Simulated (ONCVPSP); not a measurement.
## Before and after: ONCV potential for S

ONCVPSP 4.0.1 input, shortened (lines: element, Z, core and valence counts, functional; n l f; lmax; l rc ep ncon nbas qcut; lloc lpopt rc5 dvloc0; l nproj debl; icmod fcfact rcfact), LDA (Perdew-Wang 92), scalar-relativistic:

```
  S 16.00    3    2  -001012      upf
    1    0    2.00
    2    0    2.00
    2    1    6.00
    3    0    2.00
    3    1    2.00
    1
    0    1.40    0.00    4    9    5.50
    1    1.15    0.00    5    9    8.10
    4    5    0.75    0.00
    0    1    1.20
    1    3    1.60
    3    2.75    1.45
```

All-electron outer shells of the reference configuration (LDA (PZ), scalar-relativistic, ld1.x):

```
shell  level (eV)  outermost node (bohr)  outermost maximum (bohr)
   2s     -236.48                   0.13                      0.39
   2p     -182.29                      –                      0.33
   3s      -39.40                   0.60                      1.37
   3p      -28.08                   0.57                      1.50
```

Change: all radii but the core radius scaled by about 0.93 (s 1.30, p 1.06 bohr); local potential polynomial inside 0.70 bohr (lpopt 5, dvloc0 0 Ha).

Cutoffs: the cutoffs (Ha) at which the residual kinetic energy of the hardest occupied pseudo-wave falls to 1 and 0.1 mHa per electron; they do not see the model core or the augmentation charge, which bear on the density cutoff. Errors are all-electron minus pseudo energies relative to the spin-unpolarised reference configuration.

How do hardness, ghosts and transferability respond?

The potential gets harder (146 Ha and 193 Ha → 212 Ha and 243 Ha); both files keep a bound ghost (p, s); of the 4 tests that both files solve, the error grows in 1 and shrinks in 3 by more than 15 % and 0.3 meV (median size 9.8 → 1.0 meV). A smaller radius makes the pseudo-wave follow the all-electron one further in, where it bends more sharply, so more plane waves are needed.

```tsv
quantity	base	changed
cutoff, loose	146 Ha	212 Ha
cutoff, tight	193 Ha	243 Ha
loose cutoff by channel	s 13 Ha, p 146 Ha	s 14 Ha, p 212 Ha
bound ghosts	s, p	s, p
GHOST(+) flags under 300 eV	none	none
error for 3s2 3p4, meV [ΔE -34.23 eV]	-27	-1.6
error for 3s2 3p3, meV [ΔE -22.37 eV]	-8.0	+0.3
error for 3s2 3p1, meV [ΔE 34.15 eV]	-12	-0.4
error for 3s1 3p4, meV [ΔE -11.57 eV]	+2.5	+4.2
rms error of d²Exc/dni dnj with the model core, mHa	1.39	1.35
```

 A true bound ghost makes a file unfit for plane-wave use even where its test errors are small: the radial tests pick states by their node count and pass the ghost by.
